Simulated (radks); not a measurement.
All-electron atom: Cl+ in [Ne] 3s2 3p4 (the NIST ground configuration).

All-electron calculation, Dirac Kohn-Sham, BLYP, spin-unpolarised, spherical densities, finite nucleus; open shells are shared between the two j in proportion to 2j + 1; Fermi nuclear charge, rms radius 3.3654 fm. Program: a radial shooting solver on a logarithmic mesh with Libxc functionals.

Energy parts (Ry):
| part | energy |
|---|---|
| total | -922.25166 |
| kinetic | 927.16388 |
| electron-nucleus | -2185.80107 |
| Hartree | 392.22406 |
| exchange-correlation | -55.83853 |

Orbitals (lengths in bohr, moments of r in powers of bohr; r(max) is where P^2 peaks):
1s1/2: occ. 2; eigenvalue (Ry) -203.2721; r(max) 0.05946; <r^2> 0.01113; small-component weight 3.66e-03
2s1/2: occ. 2; eigenvalue (Ry) -19.50418; r(max) 0.3618; <r^2> 0.2347; small-component weight 5.73e-04
2p1/2: occ. 2; eigenvalue (Ry) -15.11689; r(max) 0.3000; <r^2> 0.2048; small-component weight 5.53e-04
2p3/2: occ. 4; eigenvalue (Ry) -14.99177; r(max) 0.3018; <r^2> 0.2070; small-component weight 5.49e-04
3s1/2: occ. 2; eigenvalue (Ry) -2.34608; r(max) 1.263; <r^2> 2.563; small-component weight 9.70e-05
3p1/2: occ. 1.33333; eigenvalue (Ry) -1.42372; r(max) 1.380; <r^2> 3.440; small-component weight 7.54e-05
3p3/2: occ. 2.66667; eigenvalue (Ry) -1.41309; r(max) 1.386; <r^2> 3.472; small-component weight 7.48e-05

The highest occupied level is 3p3/2 at -19.226 eV. Summed over all electrons, <r^2> = 20.70 bohr^2, which gives a Langevin (diamagnetic) susceptibility term of -16.4 x 10^-6 cm^3/mol. The density falls to 0.001 e/bohr^3 at r = 3.59 bohr. The electron density at the nucleus is 3597 e/bohr^3. For comparison, the ionisation energy in NIST's Atomic Spectra Database is 23.814 eV (measured). In exact Kohn-Sham theory the highest level is minus the ionisation energy, but local and semilocal functionals leave it too shallow, through self-interaction and a potential that decays too fast; potentials with the right tail come closer.

Beside tabulated values, note that spin-unpolarised runs miss the spin-polarisation part of the exchange energy of open shells.
